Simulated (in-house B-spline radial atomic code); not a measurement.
Checks on a self-consistent run for Te IX (Te8+), [Ar] 3d10 4s2 (4p1/2)1 (4p3/2)4 4d9. Computed with a radial B-spline atomic code at the basis-set limit: Dirac-Hartree-Fock, average of the jj configuration, Fermi nucleus of rms radius 4.7423 fm.

```
orbital    q       ε (Eh)    <1/r>        <r²>  small-component weight
  1s1/2    2  -1180.84274  55.5748  0.00104761                0.036625
  2s1/2    2   -188.68213  12.9666   0.0168336               0.0078331
  2p1/2    2   -176.57737  12.9083   0.0125284               0.0078161
  2p3/2    4   -166.47056  11.9535   0.0138078               0.0074405
  3s1/2    2    -42.84923     4.63    0.117107               0.0023205
  3p1/2    2    -37.80788  4.52311    0.112633               0.0022471
  3p3/2    4    -35.90315  4.29928    0.120125               0.0021559
  3d3/2    4    -27.16407  4.13581    0.101962                0.002022
  3d5/2    6    -26.77555  4.07562    0.104325                0.001992
  4s1/2    2    -11.47545  1.84428    0.641063              0.00064487
  4p1/2    1     -9.77347  1.75086    0.696399              0.00059809
  4p3/2    4     -9.32256  1.67805    0.739827               0.0005674
  4d3/2  3.6     -6.26197   1.4641    0.926607              0.00045173
  4d5/2  5.4     -6.28464   1.4535    0.935189              0.00044852
```

Electron-electron repulsion V_ee = 2313.7874 hartree.

**Question.** What total energy follows from the eigenvalues?

**Answer.** The eigenvalues count the repulsion twice, so E = Σqε - V_ee = -4458.818 - 2313.787 = -6772.605 hartree; the run printed -6772.605.

**Question.** Does the Dirac virial theorem hold?

**Answer.** For a point nucleus E = -2c²Σq·w, with w the small-component weight. Here Σq·w = 0.18031 and c = 137.0360, so the ratio E/(-2c²Σq·w) is 1.000057; the finite nucleus accounts for the departure from 1.

**Question.** What diamagnetic shielding (Lamb formula) and susceptibility (Langevin formula) do the radii give?

**Answer.** σ = (α²/3)Σq<1/r> = 312.485/(3·137.036²) = 5546.8 ppm, and χ = -0.79199×10⁻⁶·Σq<r²> = -12.21×10⁻⁶ cm³/mol with Σq<r²> = 15.413 bohr². Both are non-relativistic formulas without the paramagnetism of open shells; for so heavy an element the full relativistic shielding is larger by tens of per cent.
